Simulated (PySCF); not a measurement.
## Calculated properties of `C=C[Si@@H](O)P`

Compound: C₂H₇OPSi.
SMILES with atom numbers: `[CH2:1]=[CH:2][Si@@H:3]([OH:4])[PH2:5]` (hydrogens: H6, H7 on C1; H8 on C2; H9 on Si3; H10 on O4; H11, H12 on P5)

Some functional groups and rings: C=C double bond, Si–H bond and C–Si bond.

PBE0-D3(BJ)/def2-SVP geometry optimisation, gas phase (PySCF):

| Property | Result |
| --- | --- |
| Point group | C1 |
| Rotational constants A, B, C | 4.117, 1.965, 1.462 GHz |

CAM-B3LYP/def2-SVPD ground state, ΔSCF and vertical TDDFT (core frozen in the response) (PySCF):

| Property | Result |
| --- | --- |
| Dipole moment | 2.24 D |
| HOMO energy | -8.62 eV |
| LUMO energy | 0.19 eV |
| HOMO–LUMO gap | 8.81 eV |
| Lowest singlet excitation | 5.93 eV (209 nm, f = 0.052) |
| Strongest line among the 10 lowest singlet transitions | S4 at 7.04 eV (176 nm, f = 0.410) |
| Lowest triplet excitation (Tamm–Dancoff) | 4.18 eV |
| Static isotropic polarisability | 83.2 au |
| Vertical ionisation energy | 9.48 eV |
| Electronic spatial extent ⟨r²⟩ about the centre of nuclear charge | 837 bohr² |

KT3/pcSseg-2 ground state and GIAO shieldings, non-relativistic (PySCF):

| Item | Value |
| --- | --- |
| 13C chemical shifts (computed TMS as zero) by class | 139.8 (C2), 134.0 (C1) ppm |
| 1H chemical shifts (computed TMS as zero) by class | 6.47 (H8), 6.19 (H7), 6.02 (H6), 5.80 (H9), 1.57 (H11/H12), 0.80 (H10) ppm |
| Isotropic shieldings of nuclei other than C and H, by class | 278 (O4), 350 (Si3), 583 (P5) ppm |

**delta-SCF UKS SCAN, pcX-2 on the ionised atom, pcseg-1 elsewhere, spin-free X2C; 2p3/2 from a spin–orbit splitting computed afterwards within the 2p shell (PySCF)**

| Property | Result |
| --- | --- |
| Core binding energies | Si2p3/2 107.0 (Si3), P2p3/2 136.1 (P5), C1s 290.2 (C2), C1s 290.7 (C1), O1s 538.4 (O4), Si1s 1846.9 (Si3), P1s 2149.7 (P5) eV |

Monoisotopic mass (most abundant isotopes): 106.0004 u.

S1 lies 2.88 eV below the HOMO–LUMO gap; its leading configuration is HOMO→LUMO, weight 0.82. The principal polarisabilities are 71.2, 75.4 and 103.1 au; their mean is the isotropic value. The polarisability is 12.33 Å³ as a volume (1 au = 0.148185 Å³), or 1.49 au for each of the 56 electrons. The largest Löwdin shares of the HOMO are 0.61 on P5, 0.14 on Si3, 0.06 on H12 and 0.06 on H11. With B = h/(8π²I), that is 505.379 GHz u Å² over I, the principal moments of inertia are 122.8, 257.1 and 345.7 u Å² (most abundant isotopes); the inertial defect Ic − Ia − Ib is -34.2 u Å² (zero for a rigid planar frame, negative otherwise). The 10 singlets span 5.93 to 7.79 eV, and their oscillator strengths add up to 0.92. The ΔSCF ionisation energy exceeds −ε(HOMO) by 0.86 eV with CAM-B3LYP.

One conformer (not necessarily the lowest) at the PBE0-D3(BJ)/def2-SVP geometry, without solvent or vibrations. NMR classes are plain means over equivalent atoms (diastereotopic ones count apart unless rotation or inversion swaps them), as if these changed places fast; in this geometry the members of some classes differ.

Conformer computed: `[CH2:1]=[CH:2][Si@@H:3]([OH:4])[PH2:5]`: C1–C2–Si3–O4 122°, H–O4–Si3–C2 -63°, H–P5–Si3–C2 165°, H–P5–Si3–C2 72°.
